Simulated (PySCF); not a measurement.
Sn(OH)3(NH2) (H5NO3Sn), SMILES [NH2][Sn]([OH])([OH])[OH].

The structure is a stationary point at B3LYP-D3(BJ)/def2-SVP. The structure was generated by enumeration; whether it is a known compound was not checked. The def2 effective core potentials stand for the cores of Sn; spin–orbit coupling is left out. The values are those of a single conformer.

Calculation: TDDFT-PBE/def2-SVPD in PySCF 2.14.0.

Vertical excitations. 

Computed UV-visible absorptions:
| state | energy (eV) | λ (nm) | f | main pairs |
|---|---|---|---|---|
| S1 | 4.35 | 285 | 0.030 | HOMO→LUMO 96 % |
| S2 | 4.76 | 260 | 0.016 | HOMO−1→LUMO 92 % |
| S3 | 4.97 | 250 | 0.026 | HOMO−3→LUMO 73 %, HOMO−2→LUMO 19 % |
| S4 | 5.05 | 246 | 0.059 | HOMO−2→LUMO 76 %, HOMO−3→LUMO 20 % |
| S5 | 6.03 | 206 | 0.083 | HOMO−4→LUMO 90 % |
| S6 | 6.14 | 202 | 0.035 | HOMO−5→LUMO 90 % |
| S7 | 6.58 | 188 | 0.029 | HOMO→LUMO+1 89 % |
| S8 | 6.64 | 187 | 0.006 | HOMO−6→LUMO 70 %, HOMO→LUMO+2 25 % |
| S9 | 6.78 | 183 | 0.014 | HOMO→LUMO+3 69 %, HOMO→LUMO+2 24 % |
| S10 | 6.87 | 180 | 0.048 | HOMO→LUMO+2 33 %, HOMO→LUMO+4 24 %, HOMO→LUMO+3 24 %, HOMO−6→LUMO 12 % |
| T1 | 3.90 | 318 | 0 | HOMO→LUMO 99 % |
| T2 | 4.41 | 281 | 0 | HOMO−1→LUMO 99 % |
| T3 | 4.56 | 272 | 0 | HOMO−2→LUMO 97 % |
| T4 | 4.63 | 268 | 0 | HOMO−3→LUMO 97 % |
Triplets are in the Tamm–Dancoff approximation, which puts them higher than full response would, so one can lie above its singlet here.
